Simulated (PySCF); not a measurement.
SMILES [CH]=[SiH2], doublet (B3LYP/def2-SVP optimised geometry):

```
5

C     -1.377     0.831     0.000
Si    -0.130    -0.442     0.000
H     -0.956     1.857     0.000
H      1.377    -0.442     0.000
H     -0.587    -1.857     0.001
```

Computed with PySCF with unrestricted B3LYP/def2-TZVP.

Q: What are the frontier orbital energies (α orbitals alone; a β orbital can be the lowest empty one) and the dipole moment?

A: HOMO-2 -9.79 eV, HOMO-1 -7.23 eV, HOMO -6.25 eV, LUMO -2.30 eV, LUMO+1 -0.26 eV; dipole moment 2.70 D.

On the same geometry PySCF with unrestricted PBE/def2-TZVP gives HOMO-2 -8.51 eV, HOMO-1 -7.09 eV, HOMO -5.93 eV, LUMO -2.44 eV, LUMO+1 -0.59 eV; dipole moment 1.40 D.

Meta-Löwdin charges at B3LYP/def2-TZVP: C1 -0.54, Si2 0.62, H3 0.12, H4 -0.11, H5 -0.09.
